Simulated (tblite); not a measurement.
Species: C3H11O2PSi2.
Geometry (GFN2-xTB, Å), atoms numbered from 1 in this order:
```xyz
19
C3H11O2PSi2 angstrom
C     -2.604   -0.947   -0.353
C     -1.919    0.280    0.207
C     -1.087    1.063   -0.809
Si     0.358    0.586    0.330
P      1.418    2.123    1.569
O      1.374   -0.501   -0.310
Si     2.810   -1.257   -0.416
O     -0.897   -0.105    1.145
H     -3.367   -0.652   -1.070
H     -1.865   -1.575   -0.846
H     -3.066   -1.517    0.449
H     -2.630    0.911    0.748
H     -1.350    2.113   -0.869
H     -1.103    0.628   -1.802
H      1.813    1.184    2.506
H      2.599    2.001    0.858
H      3.515   -0.603   -1.517
H      2.470   -2.650   -0.679
H      3.520   -1.074    0.850
```

All values are computed: GFN2-xTB (tblite) harmonic vibrations without scaling, gas phase. The method is semi-empirical: single wavenumbers can be off by several per cent or more. Modes of hydrogen on phosphorus and silicon can be 10 to 20 % off. One conformer, not necessarily the lowest. The optimisation stopped once no atom felt more than 0.01 eV/Å.

Lowest wavenumbers of the output (negative numbers stand for imaginary wavenumbers):
```
mode    cm-1
  1     -36.8
  2      27.7
  3      47.0
  4      60.0
  5      69.7
  6      98.5
  7     144.0
  8     194.0
  9     212.9
 10     233.4
```

Problem. Is this structure a minimum?

Solution. Not by this Hessian. 1 mode is imaginary beyond 20i (37i cm⁻¹), so at this level the point lies at or near a first-order saddle. The curvature is small, so loose convergence or finite differences may be the whole cause.

Problem. Which atoms move in the imaginary mode?

Solution. 37i: H17 (Si–H hydrogen) 31 %, H18 (Si–H hydrogen) 31 %, H19 (Si–H hydrogen) 20 %. These are shares of the mass-weighted motion.

Problem. What is the remedy?

Solution. Step along that mode in both directions, optimise again with tighter thresholds and repeat the frequencies. The zero-point energy of this point (83.4 kcal/mol) counts the 50 real modes alone, and thermal corrections from it aren't those of a minimum.
